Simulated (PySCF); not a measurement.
H₃GeISe, SMILES [GeH3][Se]I at its PBE0/def2-SVP optimised geometry (Å):

```
6

Se     1.2937     0.5119     0.0000
I      1.5906    -2.0067     0.0084
Ge    -1.0751     0.5119     0.0000
H     -1.4418     2.0067     0.0000
H     -1.5906    -0.1885    -1.2659
H     -1.5898    -0.1887     1.2660
```

Level of theory: PBE0/def2-TZVP, def2 effective core potentials past Kr (PySCF). The core electrons that the potentials of I replace are not part of the density. Cells within 0.4 Å of a nucleus heavier than hydrogen are left out (blank, or x).

Map of the Laplacian of the electron density (e/bohr⁵), clipped to [-1.50, 1.50] on the plane z = 0.0 Å:

```
|55555555555555555555555555555|
|55555555555555555555555555555|
|55555555555555555555555555555|
|55555555555555555555555555555|
|55555555555555555555555555555|
|55555555555555555555555555555|
|55555555555555555555555555555|
|55555555544555555555555555555|
|55555555500455555555555555555|
|55555555543455555555555555555|
|55555555557865555565555555555|
|55555555599996556999655555555|
|5555555569xx99449xxx955555555|
|5555555569xx98449xxx955555555|
|55555555599995555999655555555|
|55555555556755555555555555555|
|55555555555555555545555555555|
|55555555555555555555555555555|
|55555555555555555599955555555|
|5555555555555555599x995555555|
|555555555555555559xxx95555555|
|555555555555555559xx095555555|
|55555555555555555799975555555|
|55555555555555555567655555555|
|55555555555555555555555555555|
|55555555555555555555555555555|
|55555555555555555555555555555|
|55555555555555555555555555555|
|55555555555555555555555555555|
```
Scale: ten equal steps from -1.50 (start of '0') to 1.50 (end of '9'), in the order '0123456789'; x runs from -4.50 to 4.50, y from -4.50 (bottom) to 4.50 (top).
